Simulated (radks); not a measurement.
Values are calculated unless marked as measured or tabulated.
Task: Neutral platinum, 78 electrons, occupied as [Xe] 4f13 5d9 6s2 (not the ground configuration). Code: a radial shooting solver on a logarithmic mesh with Libxc functionals. Model: scalar-relativistic Kohn-Sham, BLYP, spin-polarised, spherical densities, finite nucleus; open shells are filled with parallel spins first (spin-orbit coupling, left out, can overturn this in heavy ions); Fermi nuclear charge, rms radius 5.427 fm. Some entries of the table are withheld. Estimate them.

orbital,occ.,eigenvalue (eV),<r^2> (bohr^2)
1s up,1,-78418.69,0.0004062
1s down,1,-78418.69,0.0004062
2s up,1,-13790.36,0.006203
2s down,1,-13790.26,0.006203
2p up,3,-11957.63,0.005202
2p down,3,-11957.54,0.005202
3s up,1,-3253.241,0.04006
3s down,1,-3252.472,0.04005
3p up,3,-2719.284,0.04106
3p down,3,-2718.500,0.04105
3d up,5,-2138.874,0.03402
3d down,5,-2138.243,0.03401
4s up,1,-710.9421,0.1936
4s down,1,-709.5850,0.1937
4p up,3,-535.2172,0.2205
4p down,3,-533.9168,0.2206
4d up,5,-321.6544,0.2504
4d down,5,-320.3820,0.2506
5s up,1,-108.8444,0.9886
5s down,1,-107.9496,0.9894
4f up,7,-84.3928,(1)
4f down,6,-83.0937,(2)
5p up,3,-61.7194,1.322
5p down,3,-60.8562,1.325
5d up,5,-9.2694,2.937
5d down,4,-8.5771,3.016
6s up,1,-6.6036,8.958
6s down,1,-6.3477,9.214

Result: 
(1) 4f up <r^2> (bohr^2): 0.3091
(2) 4f down <r^2> (bohr^2): 0.3099
